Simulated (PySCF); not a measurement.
## Correlation energy of Te(2+) (tellurium, charge +2)

[Kr] 4d10 5s2 5p1 6s1, high-spin 3P determinant (an excited configuration). All numbers are calculated (PySCF 2.14, scalar relativity by spin-free X2C-1e, in aug-cc-pwCVTZ-DK3). Frozen: [Kr] 4d10; 4 electrons correlated.

```csv
level,correlation energy (mhartree)
CCSD,-64.15
(T),-2.03
CCSD(T),-66.18
```

Diagnostics: T1 = 0.088, D1 = 0.2488, largest double amplitude 0.087.

Problem. Is a single reference adequate?

Solution. Not fully. The outer electron is Rydberg-like, and this basis confines it to a smaller radius and binds it less than a complete one would. T1 exceeds 0.03, a sign that the reference determinant is poor.
